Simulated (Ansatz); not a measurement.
Consider the formal exchange of groups at the Si–C bond: `FC[SiH2]CS` + `CCOC=O` → `O=C[SiH2]CS` + `CCOCF`.

Isolated molecules relaxed with PBE0-D4/def2-TZVP in Ansatz; ΔE leaves out vibrations. CCSD(T)/CBS is the MP2 limit (def2-TZVPP, def2-QZVPP) plus CCSD(T) − MP2 in def2-TZVPP, frozen cores. One conformer a species, not always the lowest.

`FC[SiH2]CS`:

Z-matrix (Å, degrees):
```
C
Si 1 1.891
F 1 1.395 2 109.2
H 1 1.094 2 111.1 3 119.1
H 1 1.095 2 111.9 3 -119.7
C 2 1.876 1 109.3 3 -60.5
H 2 1.489 1 109.4 3 60.9
H 2 1.490 1 108.6 3 -179.9
S 6 1.814 2 111.4 1 -64.6
H 6 1.091 2 113.1 1 169.8
H 6 1.094 2 108.5 1 50.8
H 9 1.343 6 97.2 2 -54.6
```

`CCOC=O`:

Cartesian coordinates in Å:
```
C -1.031 -0.418 -0.798
C 0.422 -0.031 -0.686
O 0.970 -0.419 0.586
C 0.784 0.427 1.593
O 0.213 1.478 1.540
H -1.399 -0.175 -1.798
H -1.635 0.128 -0.072
H -1.162 -1.489 -0.636
H 0.557 1.045 -0.812
H 1.034 -0.558 -1.418
H 1.246 0.013 2.501
```

`O=C[SiH2]CS`:

Z-matrix (Å, degrees):
```
Si
C 1 1.926
C 1 1.869 2 109.4
H 1 1.485 2 108.4 3 -121.9
H 1 1.493 2 105.5 3 121.6
O 2 1.207 1 122.8 3 -2.5
H 2 1.117 1 118.4 3 178.8
S 3 1.817 1 110.6 2 -61.0
H 3 1.093 1 109.7 2 -177.4
H 3 1.091 1 112.5 2 63.4
H 8 1.343 3 96.1 1 63.1
```

`CCOCF`:

Cartesian coordinates in Å:
```
C -0.103 -0.315 -1.765
C -0.462 -0.036 -0.330
O 0.736 -0.015 0.436
C 0.562 0.339 1.739
F -0.082 -0.657 2.452
H 0.399 -1.280 -1.853
H 0.563 0.456 -2.155
H -1.005 -0.338 -2.380
H -1.135 -0.805 0.063
H -0.967 0.936 -0.231
H -0.058 1.240 1.844
H 1.551 0.475 2.181
```

| species | CCSD(T)/CBS(def2) energy (Eh) |
| --- | --- |
| `FC[SiH2]CS` | -866.95183 |
| `CCOC=O` | -268.11331 |
| `O=C[SiH2]CS` | -841.71312 |
| `CCOCF` | -293.32300 |

(1) Work out ΔE.

Largest T1 diagnostic among the species: 0.014.

## Answers

(1) ΔE = (-841.71312) + (-293.32300) − (-866.95183) − (-268.11331) = 0.02902 Eh = +0.79 eV.
